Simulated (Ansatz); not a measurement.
`F[Si](F)(S)Cl` + CH₄ → `C[Si](F)(S)Cl` + H–F at 500 K and 1 bar (formal exchange of groups at the Si–F bond).

Isolated molecules relaxed with PBE0-D4/def2-TZVP in Ansatz; ΔE leaves out vibrations. CCSD(T)/CBS is the MP2 limit (def2-TZVPP, def2-QZVPP) plus CCSD(T) − MP2 in def2-TZVPP, frozen cores. This one scheme is used for every species. Each species was taken in one conformer, which may not be the lowest.

```json
{"species": "`F[Si](F)(S)Cl`", "CCSD(T)/CBS energy (Eh)": "-1347.04322", "H − E (kJ/mol)": "87.4", "S (J/(mol·K))": "396.0"}
{"species": "CH₄", "CCSD(T)/CBS energy (Eh)": "-40.46206", "H − E (kJ/mol)": "135.6", "S (J/(mol·K))": "206.8"}
{"species": "`C[Si](F)(S)Cl`", "CCSD(T)/CBS energy (Eh)": "-1287.05862", "H − E (kJ/mol)": "183.8", "S (J/(mol·K))": "425.4"}
{"species": "H–F", "CCSD(T)/CBS energy (Eh)": "-100.39570", "H − E (kJ/mol)": "39.4", "S (J/(mol·K))": "188.7"}
```

H − E and S are ideal-gas, rigid-rotor, harmonic terms from PBE0-D4/def2-TZVP, for one conformer and one mirror image of each species. 1 Eh = 2625.50 kJ/mol, R = 8.31446 J/(mol·K).

Task: By hand: ΔE, ΔH, ΔS and ΔG.

Result: ΔE = (-1287.05862) + (-100.39570) − (-1347.04322) − (-40.46206) = 0.05096 Eh = 133.8 kJ/mol. Δ(H − E) = 183.8 + 39.4 − 87.4 − 135.6 = 0.2, so ΔH = 134.0 kJ/mol. ΔS = 425.4 + 188.7 − 396.0 − 206.8 = 11.3 J/(mol·K). ΔG = 134.0 − 500 × (11.3)/1000 = 128.3 kJ/mol.

Task: By hand: the equilibrium constant, and the temperature at which ΔG would vanish if ΔH and ΔS stayed fixed.

Result: log₁₀ K = −ΔG/(RT ln 10) = -13.4. ΔG = 0 at ΔH/ΔS = 11858 K, far beyond where these terms or the molecules hold.

The number of gas molecules stays the same, so ΔS is small and ΔH decides. A doubt of 5 kJ/mol in ΔE shifts log₁₀ K by 0.5 here. Other conformers and mirror images would add mixing entropy, several J/(mol·K) or more a flexible species. These are equilibria of isolated gas molecules and say nothing of rates. Largest T1 diagnostic: 0.011 (customary marks: 0.02 for closed shells, 0.045 for open ones).
